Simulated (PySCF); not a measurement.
C$_{4}$H$_{5}$ (SMILES C=[C]C=C), doublet, geometry from GFN2-xTB; TPSS/6-31G (PySCF).

Input for PySCF:
```python
from pyscf import gto, scf, dft

mol = gto.M(
    atom='''
C     0.84692229    1.66620199   -0.08747240
C     0.09879661    0.62624235    0.04234718
C    -0.68909255   -0.45553461    0.18070429
C    -0.31450294   -1.74723046   -0.10483390
H     1.47874189    2.03273611    0.71229901
H     0.89057657    2.24159017   -1.00409682
H    -1.69512568   -0.27739734    0.54712238
H     0.67137918   -1.97107091   -0.46990799
H    -0.99831246   -2.56393367    0.03011240
''',
    basis='6-31g',
    spin=1,
    verbose=4,
)

mf = dft.UKS(mol)
mf.xc = 'tpss'
mf.diis_space = 20
mf.kernel()
```

Task: Predict the main parts of the log of this PySCF run.

Result: 
```
PySCF version 2.14.0

[INPUT] verbose = 4
[INPUT] num. atoms = 9
[INPUT] num. electrons = 29
[INPUT] charge = 0
[INPUT] spin (= nelec alpha-beta = 2S) = 1
[INPUT] symmetry False subgroup None
[INPUT] Mole.unit = angstrom
[INPUT] Symbol           X                Y                Z      unit          X                Y                Z       unit  Magmom
[INPUT]  1 C      0.846922290000   1.666201990000  -0.087472400000 AA    1.600451176889   3.148665429305  -0.165298879458 Bohr   0.0
[INPUT]  2 C      0.098796610000   0.626242350000   0.042347180000 AA    0.186698534935   1.183426529104   0.080024572348 Bohr   0.0
[INPUT]  3 C     -0.689092550000  -0.455534610000   0.180704290000 AA   -1.302196193978  -0.860835653161   0.341481617634 Bohr   0.0
[INPUT]  4 C     -0.314502940000  -1.747230460000  -0.104833900000 AA   -0.594324421971  -3.301787045898  -0.198107359570 Bohr   0.0
[INPUT]  5 H      1.478741890000   2.032736110000   0.712299010000 AA    2.794417181022   3.841314531414   1.346050047699 Bohr   0.0
[INPUT]  6 H      0.890576570000   2.241590170000  -1.004096820000 AA    1.682945810255   4.235991504817  -1.897467992347 Bohr   0.0
[INPUT]  7 H     -1.695125680000  -0.277397340000   0.547122380000 AA   -3.203323281917  -0.524205000283   1.033911454820 Bohr   0.0
[INPUT]  8 H      0.671379180000  -1.971070910000  -0.469907990000 AA    1.268722775935  -3.724784191997  -0.887997404845 Bohr   0.0
[INPUT]  9 H     -0.998312460000  -2.563933670000   0.030112400000 AA   -1.886537136141  -4.845132437851   0.056904188953 Bohr   0.0

nuclear repulsion = 96.6892829763834
number of shells = 30
number of NR pGTOs = 108
number of NR cGTOs = 46
basis = 6-31g
ecp = {}

******** <class 'pyscf.dft.uks.UKS'> ********
method = UKS
initial guess = minao
damping factor = 0
level_shift factor = 0
DIIS = <class 'pyscf.scf.diis.CDIIS'>
diis_start_cycle = 1
diis_space = 20
diis_damp = 0
SCF conv_tol = 1e-09
SCF conv_tol_grad = None
SCF max_cycles = 50
direct_scf = True
direct_scf_tol = 1e-13
number electrons alpha = 15  beta = 14
XC library pyscf.dft.libxc version 7.1.2
    S. Lehtola, C. Steigemann, M. J. T. Oliveira, and M. A. L. Marques,  SoftwareX 7, 1–5 (2018)
XC functionals = tpss
    J. Tao, J. P. Perdew, V. N. Staroverov, and G. E. Scuseria,  Phys. Rev. Lett. 91, 146401 (2003)
    J. P. Perdew, J. Tao, V. N. Staroverov, and G. E. Scuseria,  J. Chem. Phys. 120, 6898 (2004)
    J. Tao, J. P. Perdew, V. N. Staroverov, and G. E. Scuseria,  Phys. Rev. Lett. 91, 146401 (2003)
    J. P. Perdew, J. Tao, V. N. Staroverov, and G. E. Scuseria,  J. Chem. Phys. 120, 6898 (2004)
radial grids:
    Treutler-Ahlrichs [JCP 102, 346 (1995); DOI:10.1063/1.469408] (M4) radial grids

becke partition: Becke, JCP 88, 2547 (1988); DOI:10.1063/1.454033
pruning grids: <function nwchem_prune>
grids dens level: 3
symmetrized grids: False
atomic radii adjust function: <function treutler_atomic_radii_adjust>
small_rho_cutoff = 0
Set gradient conv threshold to 3.16228e-05
tot grids = 105512
init E= -155.644039402087

cycle= 1 E= -155.276386528229  delta_E= 0.368  |g|= 0.266  |ddm|= 2.13
cycle= 2 E= -155.26075154802  delta_E= 0.0156  |g|= 0.318  |ddm|= 0.649
cycle= 3 E= -155.314902429195  delta_E= -0.0542  |g|= 0.0996  |ddm|= 0.412
cycle= 4 E= -155.321084426045  delta_E= -0.00618  |g|= 0.0146  |ddm|= 0.147
cycle= 5 E= -155.321287610553  delta_E= -0.000203  |g|= 0.00899  |ddm|= 0.0366
cycle= 6 E= -155.321338717589  delta_E= -5.11e-05  |g|= 0.00459  |ddm|= 0.0156
cycle= 7 E= -155.321358987474  delta_E= -2.03e-05  |g|= 0.00179  |ddm|= 0.0099
cycle= 8 E= -155.321361382619  delta_E= -2.4e-06  |g|= 0.000747  |ddm|= 0.00286
cycle= 9 E= -155.321362027446  delta_E= -6.45e-07  |g|= 0.000164  |ddm|= 0.00167
cycle= 10 E= -155.321362121587  delta_E= -9.41e-08  |g|= 5.33e-05  |ddm|= 0.000843
cycle= 11 E= -155.321362128404  delta_E= -6.82e-09  |g|= 1.68e-05  |ddm|= 0.000236
cycle= 12 E= -155.321362128877  delta_E= -4.74e-10  |g|= 3.23e-06  |ddm|= 5.97e-05
Extra cycle  E= -155.321362128871  delta_E= 6.14e-12  |g|= 5.14e-06  |ddm|= 1.21e-05
converged SCF energy = -155.321362128871  <S^2> = 0.77212826  2S+1 = 2.0220072
```
